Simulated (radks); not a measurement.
Results of a calculation; reference values are marked as such.
V+, configuration [Ar] 3d3.5 4p0.5 (fractional occupations, a model configuration). Level of theory: scalar-relativistic Kohn-Sham, PBE, spin-unpolarised, spherical densities, finite nucleus; Fermi nuclear charge, rms radius 3.6002 fm (a radial shooting solver on a logarithmic mesh with Libxc functionals).

Unscreened Slater integrals over Kohn-Sham orbitals (hartree).

integral      value
F0(4p,4p)   0.22983
F2(4p,4p)   0.12097
F0(4p,3d)   0.29250
F2(4p,3d)  0.071627
G1(4p,3d)  0.039151
G3(4p,3d)  0.029783
F0(4p,3p)   0.30109
F2(4p,3p)  0.049954
G0(4p,3p)  0.012277
G2(4p,3p)  0.013960
F0(4p,3s)   0.30243
G1(4p,3s)  0.014619
F0(3d,3d)   0.64825
F2(3d,3d)   0.28936
F4(3d,3d)   0.17808
F0(3d,3p)   0.74583
F2(3d,3p)   0.34129
G1(3d,3p)   0.42442
G3(3d,3p)   0.25334
F0(3d,3s)   0.76658
G2(3d,3s)   0.31732
F0(3p,3p)   0.88389
F2(3p,3p)   0.44209
F0(3p,3s)   0.91338
G1(3p,3s)   0.60573
F0(3s,3s)   0.94610

Derived for the open shells (J is the average intra-shell exchange parameter used in DFT+U). 3d: Racah B = F2/49 - 5 F4/441 = 0.003886 hartree, C = 35 F4/441 = 0.01413 hartree, C/B = 3.64, F4/F2 = 0.615, J = (F2 + F4)/14 = 0.03339 hartree. 4p: J = F2/5 = 0.02419 hartree.
